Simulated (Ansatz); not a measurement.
`[CH2]C[SiH2]F`, charge 0, multiplicity 2.

(1) Give a relaxed structure at PBE0-D4/def2-TZVP (Ansatz 0.2.0). (An estimate is asked.)

Answers

(1) The calculation gave: 
```xyz
10

C     0.511   -1.396   -0.133
C     0.806    0.046   -0.079
Si   -0.850    0.906    0.139
F    -0.668    2.499    0.215
H     0.255   -1.876   -1.069
H     0.441   -1.984    0.772
H     1.449    0.312    0.765
H     1.271    0.416   -0.998
H    -1.730    0.610   -1.017
H    -1.486    0.467    1.405
```
Point group Cs.
This is one stationary point; other conformers may exist.
